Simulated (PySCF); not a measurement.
An unknown is described by computed data only.

Formula: CH3ClOSi.

| Quantity | Value |
| --- | --- |
| NMR, other nuclei | isotropic shieldings of nuclei other than C and H, by class: -617 (1 O), 397 (1 Si), 1012 (1 Cl) ppm [GIAO PBE0/pcSseg-1] |
| 1H NMR | chemical shifts (computed TMS as zero) by class: 11.79 (1 H), 4.78 (2 H) ppm [GIAO PBE0/pcSseg-1] |
| Dipole | 0.93 D [B3LYP/def2-SVPD] |
| UV, strongest line | among the 10 lowest singlet transitions: S6 at 6.99 eV (177 nm, f = 0.116) [TDDFT B3LYP/def2-SVPD] |
| Triplet | lowest triplet excitation (Tamm–Dancoff): 2.55 eV [TDA B3LYP/def2-SVPD] |
| 13C NMR | chemical shifts (computed TMS as zero) by class: 242.3 (1 C) ppm [GIAO PBE0/pcSseg-1] |
| UV, first state | lowest singlet excitation: 3.22 eV (386 nm, f = 0.001) [TDDFT B3LYP/def2-SVPD] |
| Valence photoelectron | vertical ionisation energy: 9.85 eV [ΔSCF B3LYP/def2-SVPD] |
| Rotational structure | rotational constants A, B, C: 15.628, 2.029, 1.836 GHz [PBE0-D3(BJ)/def2-SVP] |
| Polarisability | 56.8 au [B3LYP/def2-SVPD] |

The electronic properties come from PySCF, for the isolated species, density fitting. Levels stand in brackets. The structure is a single PBE0-D3(BJ)/def2-SVP conformer in the gas phase; no vibrational or solvent corrections. Each NMR value is the plain mean over a class of atoms that symmetry, rotation or inversion makes alike.

Task: Give a SMILES that accounts for the data.

Result: Numbering: `[O:1]=[CH:2][SiH2:3][Cl:4]`. Its formula, CH3ClOSi, gives 1 degree of unsaturation: 0 rings and 1 π bond in the structure found. The one carbon: carbonyl carbon [C2] (242.3 ppm). Hydrogen classes from least to most shielded: 1 H on a carbonyl carbon, C2 (11.79 ppm), 2 H on a chlorine-bound silicon, Si3 (4.78 ppm). The other shieldings belong to: -617 ppm, carbonyl oxygen [O1]; 397 ppm, chlorine-bound silicon [Si3]; 1012 ppm, silicon-bound chlorine [Cl4]. S1 is mainly HOMO→LUMO (weight 0.99); the largest Löwdin shares of the orbital it empties are 0.50 on the carbonyl oxygen, 0.21 on the carbonyl carbon, 0.11 on the chlorine-bound silicon and 0.10 on the formyl hydrogen, of the orbital it fills 0.42 on the carbonyl carbon, 0.33 on the carbonyl oxygen, 0.13 on the chlorine-bound silicon and 0.06 on the formyl hydrogen. By its constants the optimised geometry is an asymmetric top. Structure: `O=C[SiH2]Cl`. The assignments are read from this structure; whether some other isomer fits the data as well wasn't checked.

Conformer computed: `[O:1]=[CH:2][SiH2:3][Cl:4]`: O1–C2–Si3–Cl4 177°.
